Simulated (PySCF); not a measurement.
Working with the constants of OsF

PBE constants of OsF, ⁴Δ (quartet), unpaired electrons π ↑↑, δ ↑ (Os def2-TZVPP with ECP60, F def2-TZVPP; scalar-relativistic core potentials (PySCF 2.14); masses 191.9615 and 18.9984 u):

| Item | Value |
| --- | --- |
| ωe | 697.6 cm⁻¹ |
| ωexe | 3.67 cm⁻¹ |
| Be | 0.29568 cm⁻¹ |
| αe | 0.00195 cm⁻¹ |
| D (centrifugal) | 2.12e-07 cm⁻¹ |

Problem. Give the vibrational terms G(v) and spacings up to v = 6.

Solution. G(v) = ωe(v+½) − ωexe(v+½)².

```json
{"v": "0", "G(v) (cm⁻¹)": "348", "G(v) − G(v−1)": "", "Bv (cm⁻¹)": "0.2947"}
{"v": "1", "G(v) (cm⁻¹)": "1038", "G(v) − G(v−1)": "690", "Bv (cm⁻¹)": "0.2928"}
{"v": "2", "G(v) (cm⁻¹)": "1721", "G(v) − G(v−1)": "683", "Bv (cm⁻¹)": "0.2908"}
{"v": "3", "G(v) (cm⁻¹)": "2397", "G(v) − G(v−1)": "676", "Bv (cm⁻¹)": "0.2889"}
{"v": "4", "G(v) (cm⁻¹)": "3065", "G(v) − G(v−1)": "668", "Bv (cm⁻¹)": "0.2869"}
{"v": "5", "G(v) (cm⁻¹)": "3726", "G(v) − G(v−1)": "661", "Bv (cm⁻¹)": "0.2850"}
{"v": "6", "G(v) (cm⁻¹)": "4379", "G(v) − G(v−1)": "654", "Bv (cm⁻¹)": "0.2830"}
```

De is left out where the level can put another filling of the metal’s s and d shells below the measured ground configuration, by anything from nothing to about 1 eV. These are scalar-relativistic numbers at best; spin–orbit coupling would shift them, the dissociation energy most. The state is the lowest single determinant that the PBE0 search found; with open d or f shells the true ground state can be another one.
